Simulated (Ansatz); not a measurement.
F₃SiTe, SMILES `F[Si](F)(F)[Te]` radical, 5 atoms. The species carries charge 0 and has multiplicity 2. Correlated methods include outer-core shells of Te, which these sets cover unevenly. Te: def2 effective core potential. All runs use 4 threads of an AMD EPYC 9R45 on a shared host. Correlated methods freeze the cores. Open-shell runs search over several starts.

Question: Give the basis size and wall time and peak host memory of each of these runs in Ansatz. UKS r2SCAN-D4/def2-TZVPP energy and forces; UKS B2PLYP (frozen core)/def2-TZVPP energy; UKS SPW92 (LDA)/def2-TZVPP energy; UKS PBE0-D4/def2-SVP energy; UKS ωB97M-V/def2-SVP energy; UKS PBE0-D4/def2-TZVP frequencies; UKS BLYP-D4/def2-TZVPP energy; UKS ωB97M-V/def2-QZVPP energy; UHF-MP2/def2-QZVPP energy; UHF-CCSD(T)/def2-SVP energy; UKS PBE0-D4/def2-TZVP relaxation (7 steps); UHF-CCSD(T)/def2-TZVPP energy. (Best estimate.)

Answer: Ansatz gave: Other jobs shared the machine, so times are rough.

```csv
level,job,functions,wall time,peak host memory (GiB)
UKS PBE0-D4/def2-SVP,energy,86,1.4 s,0.37
UKS SPW92 (LDA)/def2-TZVPP,energy,185,2.1 s,0.42
UKS BLYP-D4/def2-TZVPP,energy,185,3.6 s,0.43
UKS ωB97M-V/def2-SVP,energy,86,4.7 s,0.49
UHF-CCSD(T)/def2-SVP,energy,86,4.7 s,0.7
UKS B2PLYP (frozen core)/def2-TZVPP,energy,185,5.5 s,0.71
UKS r2SCAN-D4/def2-TZVPP,energy and forces,185,10 s,0.5
UHF-MP2/def2-QZVPP,energy,323,14 s,1.4
UKS ωB97M-V/def2-QZVPP,energy,323,20 s,2.2
UKS PBE0-D4/def2-TZVP,relaxation (7 steps),180,35 s,0.87
UKS PBE0-D4/def2-TZVP,frequencies,180,48 s,0.89
UHF-CCSD(T)/def2-TZVPP,energy,185,91 s,6.4
```
